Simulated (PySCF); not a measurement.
Me3Si(SMe), C₄H₁₂SSi.
InChI=1S/C4H12SSi/c1-5-6(2,3)4/h1-4H3

Computed with PySCF, TDDFT CAM-B3LYP/def2-SVPD, vertical, gas phase, core orbitals frozen in the response. Geometry: GFN2-xTB; no solvent, vibrations or thermal averaging. Torsions of this conformer, `[CH3:1][S:2][Si:3]([CH3:4])([CH3:5])[CH3:6]`: C1–S2–Si3–C4 -57°.

Each state is given a Gaussian of 0.3 eV full width at half maximum, with ε(max) = 2.175×10⁸ f / Δν̃ (Δν̃ the width in cm⁻¹). The cross-section is σ = 3.8235×10⁻²¹ ε cm², given in Mb (10⁻¹⁸ cm²). The width is an assumption, not a result. The curve ends short of the highest state used, and states not computed would add to its high-energy end.

| λ (nm) | σ (Mb) |
| --- | --- |
| 177.0 | 1.46 |
| 178.8 | 0.61 |
| 180.6 | 0.20 |
| 182.3 | 0.06 |
| 184.1 | 0.05 |
| 185.9 | 0.18 |
| 187.7 | 0.69 |
| 189.5 | 2.13 |
| 191.3 | 5.08 |
| 193.0 | 9.25 |
| 194.8 | 13.94 |
| 196.6 | 16.89 |
| 198.4 | 16.64 |
| 200.2 | 13.47 |
| 202.0 | 9.06 |
| 203.7 | 5.30 |
| 205.5 | 2.56 |
| 207.3 | 1.08 |
| 209.1 | 0.46 |
| 210.9 | 0.32 |
| 212.7 | 0.44 |
| 214.4 | 0.69 |
| 216.2 | 1.00 |
| 218.0 | 1.27 |
| 219.8 | 1.41 |
| 221.6 | 1.36 |
| 223.4 | 1.17 |
| 225.1 | 0.90 |
| 226.9 | 0.61 |
| 228.7 | 0.38 |
| 230.5 | 0.21 |
| 232.3 | 0.10 |
| 234.1 | 0.05 |
| 235.8 | 0.02 |
| 237.6 | 0.01 |
| 239.4 | 0.00 |

**Question.** Locate the maxima and give the states behind the curve.

**Answer.** 220 nm (5.63 eV), ε about 370, made up of S1 (100%); 197 nm (6.28 eV), ε about 4500, made up of S2 (100%) (ε in L mol⁻¹ cm⁻¹; maxima over ε = 5, shares over 10%). At its high-energy end, 7.01 eV, the curve is still rising (ε about 400, from S4). The states used: S1 5.63 eV (f 0.0041); S2 6.28 eV (f 0.050); S3 6.74 eV (f 0.0000); S4 7.16 eV (f 0.0087); S5 7.36 eV (f 0.0090); S6 7.40 eV (f 0.0001); S7 7.58 eV (f 0.0090); S8 7.61 eV (f 0.162).

**Question.** On this curve, what absorbance would a 10⁻⁵ mol/L sample give at 222 nm over a 1 cm path?

**Answer.** 222 nm is 5.585 eV, where ε is about 350 L mol⁻¹ cm⁻¹, so A = ε c l ≈ 0.0035 (Beer–Lambert, with the gas-phase spectrum and the assumed width).

**Question.** Coming from long wavelengths, where does ε first pass 100 L mol⁻¹ cm⁻¹?

**Answer.** At about 229 nm (5.42 eV), 0.21 eV below S1.

**Question.** What would ε be at 6.28 eV, the highest of these maxima, with half the width (0.15 eV)?

**Answer.** About 8990 L mol⁻¹ cm⁻¹ against 4500, a factor of about 2.00; a lone state at its own centre would give exactly 2.
